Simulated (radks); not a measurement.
Species: Pb2+. Configuration: [Hg].

Calculated with a radial shooting solver on a logarithmic mesh with Libxc functionals: scalar-relativistic Kohn-Sham, PBE, spin-unpolarised, spherical densities, point nucleus.

Energy parts (hartree):
part                       energy
total                 -20881.1722
kinetic                23610.4342
electron-nucleus      -52095.5247
Hartree                 7989.8782
exchange-correlation    -385.9600

Orbitals (lengths in bohr, moments of r in powers of bohr; <r^-3> diverges for s and p1/2; r(90%) holds 90 % of the orbital's charge):
| orbital | occ. | eigenvalue (hartree) | <r> | <r^-3> | <1/r> | r(90%) |
|---|---|---|---|---|---|---|
| 1s | 2 | -3239.656 | 0.01604 | - | 101.5 | 0.0294 |
| 2s | 2 | -579.9473 | 0.06758 | - | 23.81 | 0.105 |
| 2p | 6 | -497.4413 | 0.06144 | 29570 | 20.91 | 0.100 |
| 3s | 2 | -139.6872 | 0.1745 | - | 8.824 | 0.256 |
| 3p | 6 | -116.0359 | 0.1765 | 6860 | 7.979 | 0.264 |
| 3d | 10 | -91.94254 | 0.1599 | 832.6 | 7.488 | 0.248 |
| 4s | 2 | -32.10420 | 0.3842 | - | 3.800 | 0.550 |
| 4p | 6 | -24.35519 | 0.4100 | 1687 | 3.414 | 0.594 |
| 4d | 10 | -15.39412 | 0.4310 | 181.0 | 3.069 | 0.641 |
| 4f | 14 | -5.50105 | 0.4538 | 36.70 | 2.675 | 0.720 |
| 5s | 2 | -5.91423 | 0.8535 | - | 1.597 | 1.22 |
| 5p | 6 | -3.77095 | 0.9769 | 312.9 | 1.365 | 1.41 |
| 5d | 10 | -1.39084 | 1.292 | 21.38 | 1.014 | 1.95 |
| 6s | 2 | -1.00851 | 2.176 | - | 0.5866 | 3.14 |

The highest occupied level is 6s at -27.443 eV. For comparison, the ionisation energy in NIST's Atomic Spectra Database is 31.937 eV (measured). In exact Kohn-Sham theory the highest level is minus the ionisation energy, but local and semilocal functionals leave it too shallow, through self-interaction and a potential that decays too fast; potentials with the right tail come closer.

Beside tabulated values, note that scalar-relativistic runs lack spin-orbit coupling.
